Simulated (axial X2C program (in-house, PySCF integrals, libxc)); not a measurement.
## Correcting the dissociation energy of GaSn for spin–orbit coupling

A spin-free CCSD(T) curve (one-electron X2C) was computed with an axial X2C code built on PySCF integrals, basis Sn dyall-cv3z [11s12p9d4f1g], Ga dyall-cv3z [9s9p7d4f1g] (cores contracted in-house), for the state M_S = 3/2, Λ = 0 (beyond evenly filled blocks: σα, π+α, π-α). It gives D0 = 1.949 eV to Sn + Ga, which in a spin-free picture are the weighted means of the ground terms.

Correlated methods: 7 electrons correlated (number of frozen shells: Sn 4 s, 3 p, 2 d; Ga 3 s, 2 p, 1 d), 321 virtual spin orbitals or spinors in MP2, 90 natural virtuals in coupled cluster.

Measured levels of the ground terms (NIST Handbook of Basic Atomic Spectroscopic Data), in cm⁻¹: Sn 3P: J = 0 at 0, J = 1 at 1691.8, J = 2 at 3427.7; Ga 2P: J = 1/2 at 0, J = 3/2 at 826.2.

The molecular state has Λ = 0, so it has no first-order lowering.

Task: How far does each ground level lie under the (2J+1)-weighted mean of its term?

Result: Sn: (1 × 0 + 3 × 1691.8 + 5 × 3427.7)/9 = 2468 cm⁻¹; Ga: (2 × 0 + 4 × 826.2)/6 = 551 cm⁻¹.

Task: Correct D0.

Result: D0 = 1.949 + (0 − 3019)/8065.5 = 1.575 eV at CCSD(T) with these spin–orbit terms.

Second-order spin–orbit effects in the molecule, which grow quickly with Z, are left out. The state is a single determinant with fixed occupations, the lowest that a limited PBE0 search found. De is counted from the lowest determinant-based energies of the atoms at the same level, without counterpoise correction. CCSD and (T) use frozen natural virtuals with an MP2 correction for the truncation; (T) itself is uncorrected, so its De runs slightly low. Other states lie close and PBE0, whose exact exchange favours high spin, may order them wrongly; the determinant shown need not be the ground state. The nearest other spin-free determinant of the search, M_S = 1/2, Λ = 0, lies 0.35 eV up at the distance of the search. With the outer-core shells frozen, correlated bond lengths of heavy atoms tend to come out a few hundredths of an ångström too long.
